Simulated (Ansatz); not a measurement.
Reaction (redistribution): `[BH2][GaH2]` + `[CH3][In]([NH2])[OH]` → `[CH3][In]([OH])[GaH2]` + `BN`

Program: Ansatz. Geometries: PBE0-D4/def2-TZVP. ΔE: electronic, gas phase. CBS: MP2 limit from def2 TZ/QZ plus the TZ coupled-cluster correction, frozen cores. This one scheme is used for every species. DFT in def2-TZVPP. HSE06 is defined as in plane-wave codes. def2 core potentials past Kr. For Ga, In outer-core shells are correlated without core-valence functions, which leaves a few kJ/mol of doubt a bond. Scalar relativity is left out up to krypton. One conformer a species, not always the lowest.

`[BH2][GaH2]`:

Cartesian coordinates in Å:
```
B -1.062 -0.265 -0.110
Ga 0.931 0.232 0.098
H -1.415 -1.253 -0.690
H -1.940 0.415 0.340
H 1.797 -0.251 1.322
H 1.688 1.122 -0.961
```

`[CH3][In]([NH2])[OH]`:

```xyz
10

C    -1.130    0.593   -1.428
In    0.196    0.130    0.171
N     0.678   -1.649    1.002
O     1.291    1.624    0.916
H    -0.889    1.582   -1.815
H    -1.036   -0.145   -2.225
H    -2.160    0.591   -1.069
H     1.117   -1.654    1.911
H     0.028   -2.418    0.940
H     1.906    1.346    1.598
```

`[CH3][In]([OH])[GaH2]`:

Cartesian coordinates in Å:
```
C -0.011 -1.824 -1.027
In 0.103 -0.082 0.224
O 0.888 -0.691 1.969
Ga -0.501 2.460 0.018
H 0.422 -2.665 -0.485
H 0.537 -1.670 -1.958
H -1.049 -2.050 -1.275
H 0.995 -0.002 2.628
H 0.543 3.518 -0.509
H -1.927 3.006 0.414
```

`BN`:

Cartesian coordinates in Å:
```
B 0.046 -0.304 0.610
N -0.048 0.313 -0.627
H -0.752 -0.029 1.458
H 0.924 -1.096 0.798
H 0.588 0.129 -1.384
H -0.759 0.987 -0.854
```

| level | ΔE (eV) | difference from CCSD(T)/CBS |
| --- | --- | --- |
| BLYP-D4 | -2.30 | -0.16 |
| r2SCAN-D4 | -2.26 | -0.12 |
| HSE06-D4 | -2.30 | -0.16 |
| ωB97X-V | -2.16 | -0.02 |
| PBE-QIDH | -2.25 | -0.11 |
| CAM-B3LYP | -2.27 | -0.13 |
| RPA@PBE/def2-TZVPP | -2.14 | 0.00 |
| SCS-MP2/def2-TZVPP | -2.18 | -0.04 |
| SCS-MP2/def2-QZVPP | -2.16 | -0.02 |
| CCSD/CBS(def2) | -2.13 | 0.01 |
| CCSD(T)/CBS | -2.14 | 0 |

Largest T1 diagnostic among the species: 0.015.

Leaving LDA and LC-ωPBE aside and taking each functional with its dispersion term where it has one, the values, not all of them listed here, spread over 0.15 eV, from BHLYP-D4 to ωB97X-V. LDA lies −0.10 eV from PBE without D4. At CCSD(T), def2-SVP lies −0.32 eV from the extrapolated value and def2-TZVPP −0.04 eV.
